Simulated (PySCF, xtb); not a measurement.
C₃H₁₃NSi₂, SMILES C[SiH2]N[C@H](C)[SiH3]. One conformer was computed; it need not be the lowest.

Harmonic wavenumbers (cm⁻¹) from GFN2-xTB run with xtb at its own minimum, in rising order: 40, 90, 120, 135, 158, 179, 224, 263, 319, 439, 495, 511, 543, 568, 594, 656, 704, 768, 768, 783, 790, 799, 818, 828, 868, 982, 1011, 1082, 1183, 1230, 1301, 1371, 1378, 1405, 1496, 1499, 1506, 1509, 2120, 2212, 2225, 2269, 2287, 2858, 2993, 3027, 3034, 3039, 3048, 3060, 3396.

Question: What does B3LYP-D3(BJ)/def2-SVP in PySCF 2.14.0 give at its own minimum? (The exact figures need the calculation; the answer reports its results.)

Answer: 40, 72, 126, 161, 181, 192, 240, 262, 305, 416, 458, 511, 564, 634, 667, 706, 722, 739, 820, 874, 916, 928, 944, 953, 963, 1003, 1006, 1091, 1170, 1218, 1271, 1323, 1388, 1409, 1435, 1439, 1465, 1472, 2157, 2211, 2216, 2223, 2235, 2983, 3013, 3030, 3090, 3106, 3118, 3129, 3537. Paired by order, the mean absolute difference is 44 cm⁻¹ and the zero-point energies are 92.9 and 94.5 kcal/mol.
